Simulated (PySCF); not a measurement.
Delta-SCF ions had no search for a lower state. Excitations are Tamm–Dancoff values on a coarser integration grid. The basis has no diffuse functions, so Rydberg states are missing or too high.

## H5NSi, SMILES `N[SiH3]` (charge 0, multiplicity 1)

Method: PBE0-D4/def2-TZVP (PySCF 2.14.0).

| Item | Value |
|---|---|
| HOMO | -7.41 eV |
| dipole moment | 0.286 e·Å |
| HOMO–LUMO gap | 7.77 eV |
| LUMO | 0.35 eV |
| S1 excitation (TDA) | 6.27 eV |
| S1 oscillator strength | 0.019 |
| T1 excitation (TDA) | 5.83 eV |
| S1–T1 gap (TDA) | 0.44 eV |
| vertical ionisation energy (Delta-SCF) | 9.82 eV |
| adiabatic ionisation energy (no zero-point term) | 9.38 eV |
| hole reorganisation energy (four-point) | 0.857 eV |
| total energy | -347.1093 Ha |
| cost | very roughly 60 core-seconds |

Bonds (Å): N1–Si2 1.720, N1–H3 1.007, N1–H4 1.007, Si2–H5 1.486, Si2–H6 1.494, Si2–H7 1.486. Angles (°): Si2–N1–H3 119.6, Si2–N1–H4 119.6, H3–N1–H4 110.7, N1–Si2–H5 107.9, N1–Si2–H6 116.0, N1–Si2–H7 107.9, H5–Si2–H6 107.3, H5–Si2–H7 110.5, H6–Si2–H7 107.3.
Charge 0, spin multiplicity 1.
